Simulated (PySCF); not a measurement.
# Assignment exercise: C5H11NO2Si

Atoms are numbered as in `[CH3:1][O:2]/[C:3](=[CH:4]/[SiH3:5])[CH2:6][C:7]([NH2:8])=[O:9]` (H(Xn): hydrogen on atom n). Ha(N8) is cis to the C=O or C=S heteroatom; Hb(N8) is trans to the C=O or C=S heteroatom.

No solvent model, fast rotation and ring inversion assumed for equivalent nuclei, a single conformation, no relativistic terms. Structure optimised with GFN2-xTB; NMR shieldings at PBE0/pcSseg-1/GIAO; PySCF 2.14.

Chemical shifts δ = σref − σ; TMS for 13C (186.93 ppm), 1H (31.72 ppm), all at this level.

Q: Assign these signals to the numbered atoms. 13C{1H} NMR (computed): δ 173.7 (C), 168.7 (C), 84.6 (CH), 55.3 (CH3), 47.5 (CH2).

A: 
| δ (ppm) | atoms | environment | reason |
| --- | --- | --- | --- |
| 173.7 | C3 | alkene carbon bearing oxygen | an sp2 carbon further deshielded by the attached heteroatom |
| 168.7 | C7 | amide carbonyl carbon | it is a carbonyl in resonance with an O or N lone pair, the region of acids, esters and amides |
| 84.6 | C4 | β carbon of an enol-ether or enamine type C=C | the O or N lone pair pushes π density onto this β carbon and shields it |
| 55.3 | C1 | methyl carbon bonded to O | pulled downfield by the heteroatom |
| 47.5 | C6 | sp3 CH2 α to a carbonyl | the adjacent C=O deshields it moderately |

Q: Assign these signals to the numbered atoms. 1H NMR (500 MHz, computed): δ 5.70 (br, 1H), 4.31 (br, 1H), 4.29 (m, 3H), 4.20 (m, 1H), 3.78 (s, 3H), 2.97 (s, 2H).

A: 
```tsv
δ (ppm)	atoms	environment	reason
5.70	Hb(N8)	hydrogen on an amide-type nitrogen	labile proton, position sensitive to the medium
4.31	Ha(N8)	hydrogen on an amide-type nitrogen	–
4.29	H(Si5)	hydrogen on a silicon bonded to C	–
4.20	H(C4)	hydrogen on a β carbon of an enol-ether or enamine type C=C	lone-pair donation from O or N shields it, upfield of ordinary alkene protons
3.78	H(C1)	hydrogen on a methyl carbon bonded to O	its carbon carries O, an electronegative neighbour
2.97	H(C6)	hydrogen on an sp3 CH2 α to a carbonyl	α to C=O
```

Ha(N8) and H(Si5); H(Si5) and H(C4) lie closer than the usual error of such a calculation, so a measured spectrum could show them in the other order.

OH and NH positions are those of a molecule without intermolecular hydrogen bonds; in solution they move with solvent, concentration and temperature, and exchange usually removes their couplings. Rotation about the amide-type C–N bond is slow at room temperature, so the two groups on nitrogen are listed apart. Shifts are as computed. Against solution values, carbons near 30 ppm lie about +3 ppm off and those near 130 ppm about +5 ppm. Of 1211 compounds with measured shifts, 218 miss one by over three times the rms of a fit or turn the order of signals round; such compounds aren't used in these exercises. The C=O carbon of an acid or of an amide with N–H lies up to 10 ppm further downfield in solution, through hydrogen bonding that the calculation lacks. No couplings were computed; multiplicities are counted from neighbouring protons, with m where these are inequivalent, close in shift, in a saturated or five-membered ring or joined by F or P, and br s for small geminal =CH2 splittings.
